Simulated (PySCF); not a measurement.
Compound: hexamethyleneimine, C6H13N.
Cartesian coordinates in Å at the PBE0-D3(BJ)/def2-SVP level; atoms count from 1:
```
atom  x, y, z in Å
C1     0.692   -1.225   -0.731
C2    -0.622   -1.387    0.037
C3    -1.646   -0.299   -0.281
C4    -1.286    1.104    0.188
N5     0.012    1.559   -0.270
C6     1.126    1.014    0.482
C7     1.712   -0.272   -0.109
H8     0.448   -0.872   -1.746
H9     1.173   -2.208   -0.860
H10   -0.431   -1.426    1.125
H11   -1.069   -2.361   -0.221
H12   -1.798   -0.277   -1.374
H13   -2.620   -0.566    0.165
H14   -2.050    1.802   -0.191
H15   -1.357    1.134    1.300
H16    0.041    2.572   -0.238
H17    1.926    1.769    0.530
H18    0.828    0.825    1.537
H19    2.267   -0.787    0.693
H20    2.458   -0.017   -0.880
```

All values: CAM-B3LYP/def2-SVPD (PySCF, non-relativistic), on one gas-phase PBE0-D3(BJ)/def2-SVP geometry that isn't relaxed in the solvent. The solvent is an IEF-PCM continuum (Bondi radii, 1.10 Å for H, scaled by 1.2), and excitations are vertical TDDFT with non-equilibrium linear response and a frozen core. The model holds no explicit solvent molecules, cavitation or dispersion.

```json
{"run": "gas", "E − E(gas) (kcal/mol)": "0.00", "HOMO (eV)": "-7.81", "HOMO–LUMO gap (eV)": "9.18", "dipole (D)": "0.90", "lowest singlet (eV)": "5.98", "static polarisability (au)": "78.6"}
{"run": "P", "E − E(gas) (kcal/mol)": "-0.99", "HOMO (eV)": "-7.78", "HOMO–LUMO gap (eV)": "9.25", "dipole (D)": "1.04", "lowest singlet (eV)": "6.08", "static polarisability (au)": "88.6"}
{"run": "Q", "E − E(gas) (kcal/mol)": "-2.76", "HOMO (eV)": "-7.82", "HOMO–LUMO gap (eV)": "9.38", "dipole (D)": "1.39", "lowest singlet (eV)": "6.27", "static polarisability (au)": "107.8"}
```

**Question.** The runs were made in cyclohexane and methanol. Which run belongs to which solvent?

**Answer.** P = cyclohexane, Q = methanol. The dielectric constants are 2.017 (cyclohexane), 32.61 (methanol), and the energy falls further as ε rises. The optical constants n² used for the excitations are 2.04, 1.77 in the same order. In this model the ground state sees the solvent through ε alone.

**Question.** How constant is the ratio of the lowering to (ε − 1)/(2ε + 1)?

**Answer.** 
```json
{"solvent": "cyclohexane", "(ε − 1)/(2ε + 1)": "0.202", "E − E(gas) (kcal/mol)": "-0.99", "ratio (kcal/mol)": "-4.9", "polarisation term (kcal/mol)": "-1.03"}
{"solvent": "methanol", "(ε − 1)/(2ε + 1)": "0.477", "E − E(gas) (kcal/mol)": "-2.76", "ratio (kcal/mol)": "-5.8", "polarisation term (kcal/mol)": "-3.24"}
```

The ratio changes by +18.4 % in size from cyclohexane to methanol. The polarisation term is half the interaction of the solute with the induced surface charges.
